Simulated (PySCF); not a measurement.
C3H11PSi

C3H11PSi is a small molecule, neutral, singlet. The structure, one conformer, was relaxed in the gas phase by PBE0-D3(BJ)/def2-SVP. No frequency run checks that it is a minimum.

SMILES: C[Si](C)(C)P

Coordinates in Å:
```
C1     -0.668   -1.137    1.173
Si2     0.029    0.115   -0.049
C3     -0.895    0.004   -1.684
C4      1.865   -0.200   -0.312
P5     -0.176    2.254    0.700
H6     -1.740   -0.966    1.356
H7     -0.548   -2.162    0.784
H8     -0.144   -1.077    2.140
H9     -1.971    0.195   -1.549
H10    -0.508    0.736   -2.410
H11    -0.783   -1.002   -2.121
H12     2.029   -1.211   -0.720
H13     2.298    0.528   -1.016
H14     2.421   -0.127    0.636
H15    -1.544    2.099    1.089
H16     0.320    1.950    2.008
```

Shieldings: GIAO PBE0/pcSseg-1. Shifts are against computed references at the same level: C TMS (σ 184.4 ppm), H TMS (σ 31.27 ppm), Si TMS (σ 352.0 ppm). Core levels by delta-SCF with SCAN, pcX-2 on the ionised atom and pcseg-1 elsewhere, spin-free X2C (2p3/2 is the spin-free 2p value less a third of a first-order spin-orbit splitting); from the vacuum level, for chosen atoms.

Problem. Give the shieldings and core levels atom by atom.

Solution. 
```tsv
atoms	bonded to	σ (ppm)	δ (ppm)	core level (eV)
C1	1 Si + 3 H	178.9	5.5	1s 289.97
Si2	3 C + 1 P	345.1	6.9	2p3/2 105.98
C3 C4	1 Si + 3 H	183.6	0.8	1s 289.99
P5	1 Si + 2 H	575.2	-	2p3/2 135.78
H6 H7 H8	1 C	31.02	0.25	-
H9 H10 H11	1 C	31.09	0.18	-
H12 H13 H14	1 C	31.09	0.18	-
H15 H16	1 P	29.87	1.40	-
```

Values are those of this one static structure, with the three H of a rotating XH3 group averaged; atoms that internal rotation interchanges would show their mean in an NMR spectrum.

Problem. By CAM-B3LYP/def2-SVPD (TDDFT singlets, Tamm-Dancoff triplets, ionisation by delta-SCF), where does absorption start, and what does vertical ionisation take?

Solution. The lowest singlet lies at 6.39 eV (f 0.008), the strongest of the first 6 at 7.36 eV (f 0.350), the lowest triplet at 5.60 eV; vertical ionisation takes 9.11 eV.
